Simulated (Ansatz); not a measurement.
Consider the formal exchange of groups at a B–C bond: `BC(=C)[NH][GeH3]` + `COC` → `BCOC` + `C=C[NH][GeH3]`.

Isolated molecules relaxed with PBE0-D4/def2-TZVP in Ansatz; ΔE leaves out vibrations. CCSD(T)/CBS adds triple-zeta CCSD(T) − MP2 to the extrapolated MP2 energy (def2 sets, frozen cores). Functionals use def2-TZVPP. For Ge outer-core shells are correlated without core-valence functions, which leaves a few kJ/mol of doubt a bond. Scalar relativity is left out up to krypton. Each species was taken in one conformer, which may not be the lowest.

(1) Is it downhill or uphill in electronic energy at CCSD(T)/CBS, and by how much? (An estimate is asked.)

(2) What do these levels give: PBE-D4, PBE, HF/def2-TZVPP, MP2/def2-TZVPP, CCSD/def2-TZVPP, MP2/def2-QZVPP? (Estimate.)

Largest T1 diagnostic among the species: 0.012.

Results:

(1) The calculation gave: Uphill: ΔE = +26.3 kJ/mol.

(2) Computed: PBE-D4 24.8, PBE 21.5, HF/def2-TZVPP 13.6, MP2/def2-TZVPP 27.7, CCSD/def2-TZVPP 22.6, MP2/def2-QZVPP 27.5 kJ/mol.

The D4 term adds +5.3 kJ/mol with B3LYP and +2.8 kJ/mol with PBE0; it sums over pairs of atoms, weighted by their polarisabilities, and B3LYP, whose exchange is more repulsive, gets the larger term. In def2-TZVPP, CCSD(T) changes the Hartree–Fock value by +12.8 kJ/mol (the triples alone add +3.8 kJ/mol) and MP2 by +14.1 kJ/mol.

B3LYP here is the variant with VWN-RPA as its local correlation; programs differ in this.
